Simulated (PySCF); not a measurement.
Broadened absorption spectrum of Ge(OEt)2H2

Ge(OEt)2H2, C4H12GeO2.
Z-matrix (Å and degrees, PBE0-D3(BJ)/def2-SVP geometry), rows numbered from 1:
```
Ge
O   1  1.7718
C   2  1.4076  1  121.44
C   3  1.5154  2  112.86  1    83.47
H   3  1.1037  2  107.03  1  -155.74
H   3  1.1094  2  110.90  1   -40.12
H   4  1.1012  3  110.57  2   174.37
H   4  1.1009  3  111.36  2   -65.05
H   4  1.1009  3  110.21  2    54.88
O   1  1.7764  2  109.90  3   -71.55
C  10  1.4100  1  120.30  2   -62.31
C  11  1.5111 10  109.07  1   169.14
H  11  1.1083 10  110.30  1   -69.96
H  11  1.1073 10  110.85  1    47.95
H  12  1.1007 11  110.95 10   179.08
H  12  1.1001 11  110.36 10   -60.49
H  12  1.1003 11  110.34 10    58.76
H   1  1.5345  2  104.56  3   169.61
H   1  1.5351  2  110.29  3    43.24
```

Computed, not measured: TDDFT CAM-B3LYP/def2-SVPD, vertical, gas phase, core orbitals frozen in the response (PySCF). The geometry optimisation had not met its thresholds, so the values belong to a structure short of the stationary point. Relativistic effects, spin–orbit coupling among them, are left out although an element past zinc is present.

Computed states:

```csv
state,E (eV),f
S1,7.38,0.0049
S2,7.46,0.012
S3,7.59,0.016
S4,7.74,0.019
S5,7.89,0.052
S6,7.92,0.024
S7,8.02,0.014
S8,8.09,0.015
S9,8.19,0.0006
S10,8.39,0.038
S11,8.47,0.058
S12,8.60,0.014
S13,8.63,0.061
S14,8.75,0.074
S15,8.81,0.019
```

Broadening: Gaussians 0.25 eV wide at half height, area fixed by f = 4.319×10⁻⁹ ∫ε dν̃. The width is an assumption, not a result. The curve ends short of the highest state used, and states not computed would add to its high-energy end.

Task: Give the broadened spectrum and its maxima.

Result: 
```json
{"E (eV)": "7.00", "ε (L mol⁻¹ cm⁻¹)": "1"}
{"E (eV)": "7.04", "ε (L mol⁻¹ cm⁻¹)": "4"}
{"E (eV)": "7.07", "ε (L mol⁻¹ cm⁻¹)": "10"}
{"E (eV)": "7.11", "ε (L mol⁻¹ cm⁻¹)": "28"}
{"E (eV)": "7.14", "ε (L mol⁻¹ cm⁻¹)": "59"}
{"E (eV)": "7.18", "ε (L mol⁻¹ cm⁻¹)": "139"}
{"E (eV)": "7.21", "ε (L mol⁻¹ cm⁻¹)": "243"}
{"E (eV)": "7.24", "ε (L mol⁻¹ cm⁻¹)": "400"}
{"E (eV)": "7.28", "ε (L mol⁻¹ cm⁻¹)": "701"}
{"E (eV)": "7.31", "ε (L mol⁻¹ cm⁻¹)": "994"}
{"E (eV)": "7.35", "ε (L mol⁻¹ cm⁻¹)": "1445"}
{"E (eV)": "7.38", "ε (L mol⁻¹ cm⁻¹)": "1799"}
{"E (eV)": "7.42", "ε (L mol⁻¹ cm⁻¹)": "2239"}
{"E (eV)": "7.45", "ε (L mol⁻¹ cm⁻¹)": "2518"}
{"E (eV)": "7.49", "ε (L mol⁻¹ cm⁻¹)": "2809"}
{"E (eV)": "7.52", "ε (L mol⁻¹ cm⁻¹)": "2970"}
{"E (eV)": "7.56", "ε (L mol⁻¹ cm⁻¹)": "3141"}
{"E (eV)": "7.59", "ε (L mol⁻¹ cm⁻¹)": "3270"}
{"E (eV)": "7.63", "ε (L mol⁻¹ cm⁻¹)": "3514"}
{"E (eV)": "7.66", "ε (L mol⁻¹ cm⁻¹)": "3814"}
{"E (eV)": "7.69", "ε (L mol⁻¹ cm⁻¹)": "4273"}
{"E (eV)": "7.73", "ε (L mol⁻¹ cm⁻¹)": "5193"}
{"E (eV)": "7.76", "ε (L mol⁻¹ cm⁻¹)": "6113"}
{"E (eV)": "7.80", "ε (L mol⁻¹ cm⁻¹)": "7525"}
{"E (eV)": "7.83", "ε (L mol⁻¹ cm⁻¹)": "8553"}
{"E (eV)": "7.87", "ε (L mol⁻¹ cm⁻¹)": "9567"}
{"E (eV)": "7.90", "ε (L mol⁻¹ cm⁻¹)": "9873"}
{"E (eV)": "7.94", "ε (L mol⁻¹ cm⁻¹)": "9566"}
{"E (eV)": "7.97", "ε (L mol⁻¹ cm⁻¹)": "8860"}
{"E (eV)": "8.01", "ε (L mol⁻¹ cm⁻¹)": "7516"}
{"E (eV)": "8.04", "ε (L mol⁻¹ cm⁻¹)": "6389"}
{"E (eV)": "8.08", "ε (L mol⁻¹ cm⁻¹)": "4944"}
{"E (eV)": "8.11", "ε (L mol⁻¹ cm⁻¹)": "4006"}
{"E (eV)": "8.15", "ε (L mol⁻¹ cm⁻¹)": "3075"}
{"E (eV)": "8.18", "ε (L mol⁻¹ cm⁻¹)": "2701"}
{"E (eV)": "8.21", "ε (L mol⁻¹ cm⁻¹)": "2683"}
```

Maxima: 157 nm (7.90 eV), ε about 9900, made up of S5 (56%) and S6 (25%) (ε in L mol⁻¹ cm⁻¹; maxima over ε = 5, shares over 10%). At its high-energy end, 8.21 eV, the curve is still rising (ε about 2700, from S7, S8, S10 and S11).

Task: What would ε be at 7.90 eV, the highest of these maxima, with half the width (0.125 eV)?

Result: About 15800 L mol⁻¹ cm⁻¹ against 9880, a factor of about 1.6; a lone state at its own centre would give exactly 2.

Task: Coming from long wavelengths, where does ε first pass 100 L mol⁻¹ cm⁻¹?

Result: At about 173 nm (7.16 eV), 0.21 eV below S1.

One conformer stands for the species.

Without π bonds the low states are Rydberg-like; a valence basis with one diffuse set may place them up to an eV too high.
